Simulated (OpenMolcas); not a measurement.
# Te V: effect of the basis set

```yaml
Program: OpenMolcas
Method: "SS-CASPT2, IPEA 0.25 Eh, imaginary shift 0.1 Eh (closed shells correlated: 4d)"
Active_space: 2 electrons in 8 orbitals (5s 5p 6s 6p)
State_averaging: 2S+1 = 3 even, 3 roots; 2S+1 = 1 even, 7 roots; 2S+1 = 3 odd, 3 roots; 2S+1 = 1 odd, 3 roots
Spin-orbit_coupling: state interaction with AMFI integrals over the reference wave functions, term energies averaged over their components
```

A. ANO-R2 [7s6p4d2f1g], X2C, finite nucleus; CASPT2 step roughly 5 core-seconds
B. ANO-RCC-VTZP [7s6p4d2f1g], DKH2, point nucleus; CASPT2 step about 5 core-seconds
C. ANO-RCC-VQZP [8s7p5d3f2g], DKH2, point nucleus; CASPT2 step about 9 core-seconds
D. ANO-RCC [10s9p8d5f3g], DKH2, point nucleus; CASPT2 step of the order of 24 core-seconds

Energies in cm-1 above 5s2 1S0, the measured ground level; measured values from Moore, Atomic Energy Levels, vol. III, NSRDS-NBS 35 (1971 reprint of NBS Circular 467, 1958).

```
         Level       A       B       C       D  Measured
       5s2 1S0     0.0     0.0     0.0     0.0       0.0
   5s 5p 3P* 0   74620   74350   75020   74810          
   5s 5p 3P* 1   77220   77060   77540   77400          
   5s 5p 3P* 2   84090   84250   84170   84270          
   5s 5p 1P* 1  108730  108910  108900  108720    111707
       5p2 3P0  175450  175340  176330  176050    176248
       5p2 3P1  180530  180710  181210  181170    182419
5p2 1D2 [58 %]  181510  181690  181950  181810    182797
5p2 3P2 [58 %]  190280  190840  190510  190700    192592
       5p2 1S0  211000  211270  211190  210880
```

Deviations, from unrounded energies. A percentage is the sum of absolute deviations over the sum of measured energies, with the sign that they share, or ± where signs differ.

```
           Against measurement  Levels     A     B     C     D
mean absolute deviation (cm-1)       5  1900  1700  1400  1500
      other configurations (%)       5  -1.1  -1.0  ±0.8  -0.9
```

C, D lie about equally close to measurement and A furthest from it. The largest miss of C in the table is 5s 5p 1P* 1, by -2800 cm-1. The ranking rests on the paired levels alone, and a cruder setting can come out closer through cancelling errors.

Among A to D the level of the table that moves most is 5p2 3P0, by 990 cm-1 (lowest in B, highest in C). Moves below CASPT2's spread within the term are not significant.

CASPT2 does not keep the components of a term degenerate, so their means are used; among the terms shown or strongly mixed into the levels shown the widest spread is 220 cm-1 (5p2 1D, C). Over all roots computed the reference weight is 0.88 to 0.95 in A, 0.88 to 0.95 in B, 0.88 to 0.95 in C, 0.88 to 0.95 in D; the roots of lowest weight are the least certain, and an intruder state may touch them. Active for correlation alone: 6p 6s; no level in the range computed is led by a configuration that fills them, so any true level of that kind is missing. The ¹D term of p² mixes with s d, which this space lacks. Measured partners are found by configuration, term and J. A level has none where our copy of the source lacks it or the pairing is in doubt (some pairs that miss far off the trend of their configuration count as doubtful), and it then counts in no deviation. Only configurations of the active space appear.

A share in square brackets marks a mixed level and gives the weight of the term that names it, the lowest over the columns. * marks odd parity.
